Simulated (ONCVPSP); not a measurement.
# Plane-wave convergence, ONCV potential for boron (B)

- Element: B
- Generator: ONCVPSP 4.0.1
- Type: optimised norm-conserving Vanderbilt (ONCV)
- Functional: PBE
- Relativity: scalar-relativistic
- Frozen core: [He]
- Valence charge: 3
- Reference configuration: 2s1.5 2p1.5
- Partial waves: 2s: rc 1.70 bohr, ncon 4, nbas 9, qcut 3.5 1/bohr, 1 projector; 2p: rc 4.00 bohr, ncon 3, nbas 8, qcut 3.7 1/bohr, 2 projectors, debl 1.2 Ha; d scattering state at 0.08 Ha: rc 4.20 bohr, ncon 3, nbas 8, qcut 2 1/bohr, 2 projectors, debl 3.3 Ha
- Local potential: polynomial inside 1.40 bohr (lpopt 5, dvloc0 0 Ha)
- Core correction: Teter function, fcfact 3.5, rcfact 1.15

Problem. For each optimised wave give the share of its norm inside rc, the residual kinetic energy above qcut (Ha) and the cutoffs (Ha) for errors of 10, 1, 0.1 and 0.01 mHa per electron.

Solution.

```json
{"wave": "2s", "norm inside rc": "0.451", "residual KE": "2.1e-03", "10 mHa": "1.9", "1 mHa": "10.9", "0.1 mHa": "72.3", "0.01 mHa": "85.5"}
{"wave": "2p", "norm inside rc": "0.909", "residual KE": "5.0e-08", "10 mHa": "2.9", "1 mHa": "4.0", "0.1 mHa": "4.8", "0.01 mHa": "5.5"}
{"wave": "p projector 2", "norm inside rc": "0.269", "residual KE": "6.7e-06", "10 mHa": "4.3", "1 mHa": "5.2", "0.1 mHa": "6.1", "0.01 mHa": "7.5"}
{"wave": "d projector 1", "norm inside rc": "0.087", "residual KE": "2.4e-05", "10 mHa": "0.3", "1 mHa": "0.8", "0.1 mHa": "1.5", "0.01 mHa": "3.2"}
{"wave": "d projector 2", "norm inside rc": "0.245", "residual KE": "8.4e-01", "10 mHa": "23.5", "1 mHa": "49.4", "0.1 mHa": "not reached", "0.01 mHa": "not reached"}
```

The occupied waves need 11 Ha and 72 Ha for 1 and 0.1 mHa. The cutoffs count occupied waves only; projector 2 of the d channel, the hardest unoccupied one, needs 49 Ha at the loose tolerance. Note: no bound ghost flagged; GHOST(+) flagged for d at 91.0 eV. Its largest configuration-test error is +1091 meV.
